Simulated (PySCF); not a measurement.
C₃H₂F₃, SMILES [CH]=CC(F)(F)F, multiplicity 2. Atoms are numbered in the order given.

```xyz
8

C     -0.1442    -2.1384     0.0000
C      0.5831    -1.0475     0.0000
C      0.0066     0.3382     0.0000
F     -1.3222     0.3383     0.0000
F      0.4185     1.0186     1.0749
F      0.4185     1.0186    -1.0749
H      0.0097    -3.2162     0.0000
H      1.6837    -1.0776     0.0000
```
Charge 0, spin multiplicity 2.

The structure is a stationary point at PBE0-D3(BJ)/def2-SVP. The isomer is the one that the SMILES or the coordinates give; other isomers of the formula were not compared.

The numbers are results of PySCF with PBE/pcH-1, not measurements.

Unrestricted Kohn–Sham, ⟨S²⟩ = 0.759. Hyperfine tensors hold the contact and dipolar terms, without spin-orbit corrections.

Computed hyperfine couplings:
| nucleus | A(iso) (MHz) | A(iso) (G) | dipolar principal values (MHz) |
|---|---|---|---|
| 13C no. 1 | 308.6 | 110.1 | -83.3, -61.1, 144.4 |
| 13C no. 2 | -18.3 | -6.5 | -20.7, 2.4, 18.3 |
| 13C no. 3 | 60.4 | 21.6 | -5.2, -4.3, 9.5 |
| 19F no. 4 | 5.5 | 1.9 | -9.4, -0.5, 9.8 |
| 19F no. 5 | -7.2 | -2.6 | -2.2, -0.9, 3.2 |
| 19F no. 6 | -7.2 | -2.6 | -2.2, -0.9, 3.2 |
| 1H no. 7 | 33.0 | 11.8 | -31.1, -7.7, 38.8 |
| 1H no. 8 | 161.6 | 57.7 | -5.7, -1.3, 7.0 |

Question: And the g tensor (effective nuclear charges for spin-orbit coupling, GIAO)? (The exact figures need the calculation; the answer reports its results.)

Answer: principal values 2.0017, 2.0024, 2.0034; isotropic 2.0025.
